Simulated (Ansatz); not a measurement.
Harmonic frequencies (cm⁻¹) at PBE0-D4/def2-TZVP from Ansatz: 105, 296, 415, 475, 550, 615, 663, 731, 877, 914, 950, 998, 1336, 1378, 2251, 2278, 3079, 3168.

**Question.** Which molecule is it?
A. `C=C1[SiH2]S1`
B. `S=C1C[SiH2]1`
C. `C#CS[SiH3]`
D. `[SiH3]C#CS`

**Answer.** B.
